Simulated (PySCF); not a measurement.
Broadened absorption spectrum of C5H10O2Si

Species: C5H10O2Si.
SMILES: `C[SiH](/C=C/C(=O)O)C`

Computed, not measured: PySCF 2.14.0, density-fitted response routines, TDDFT CAM-B3LYP/def2-SVPD, vertical, gas phase, core orbitals frozen in the response. Isolated species at its GFN2-xTB geometry (one conformer only). Torsions of this conformer, `[CH3:1][SiH:2]([CH3:3])/[CH:4]=[CH:5]/[C:6](=[O:7])[OH:8]`: C1–Si2–C4–C5 120°, C4–C5–C6–O7 0°, H–O8–C6–C5 180°.

Computed states:

| state | E (eV) | f |
| --- | --- | --- |
| S1 | 4.94 | 0.0003 |
| S2 | 6.05 | 0.516 |
| S3 | 6.14 | 0.0072 |
| S4 | 7.20 | 0.063 |
| S5 | 7.24 | 0.017 |
| S6 | 7.46 | 0.014 |
| S7 | 7.80 | 0.137 |
| S8 | 7.95 | 0.034 |

Each state is given a Gaussian of 0.3 eV full width at half maximum, with ε(max) = 2.175×10⁸ f / Δν̃ (Δν̃ the width in cm⁻¹). The width is an assumption, not a result. The curve ends short of the highest state used, and states not computed would add to its high-energy end.

(1) What does the envelope look like, and where are its maxima?

(2) Coming from long wavelengths, where does ε first pass 100 L mol⁻¹ cm⁻¹?

(3) On this curve, what absorbance would a 10⁻³ mol/L sample give at 254 nm over a 1 cm path?

Answers

(1) 
| E (eV) | ε (L mol⁻¹ cm⁻¹) |
| --- | --- |
| 4.49 | 0 |
| 4.56 | 0 |
| 4.63 | 1 |
| 4.69 | 4 |
| 4.76 | 9 |
| 4.82 | 16 |
| 4.89 | 23 |
| 4.96 | 25 |
| 5.02 | 21 |
| 5.09 | 13 |
| 5.16 | 6 |
| 5.22 | 2 |
| 5.29 | 1 |
| 5.36 | 0 |
| 5.42 | 0 |
| 5.49 | 3 |
| 5.55 | 24 |
| 5.62 | 172 |
| 5.69 | 933 |
| 5.75 | 3117 |
| 5.82 | 9624 |
| 5.89 | 21985 |
| 5.95 | 35117 |
| 6.02 | 45861 |
| 6.08 | 45386 |
| 6.15 | 33938 |
| 6.22 | 18817 |
| 6.28 | 8954 |
| 6.35 | 2859 |
| 6.42 | 680 |
| 6.48 | 158 |
| 6.55 | 22 |
| 6.62 | 3 |
| 6.68 | 2 |
| 6.75 | 13 |
| 6.81 | 62 |
| 6.88 | 287 |
| 6.95 | 983 |
| 7.01 | 2227 |
| 7.08 | 4393 |
| 7.15 | 6475 |
| 7.21 | 7206 |
| 7.28 | 6406 |
| 7.35 | 4634 |

Maxima: 251 nm (4.94 eV), ε about 25, made up of S1 (100%); 205 nm (6.05 eV), ε about 47000, made up of S2 (99%); 172 nm (7.21 eV), ε about 7200, made up of S4 (77%) and S5 (20%) (ε in L mol⁻¹ cm⁻¹; maxima over ε = 5, shares over 10%).

(2) At about 221 nm (5.60 eV), 0.66 eV above S1.

(3) 254 nm is 4.881 eV, where ε is about 22 L mol⁻¹ cm⁻¹, so A = ε c l ≈ 0.022 (Beer–Lambert, with the gas-phase spectrum and the assumed width).

On one thread, Intel Xeon at 2.50 GHz (x86_64) (shared host), this took 2.7 min of wall time and 1.2 GiB of memory at its peak.
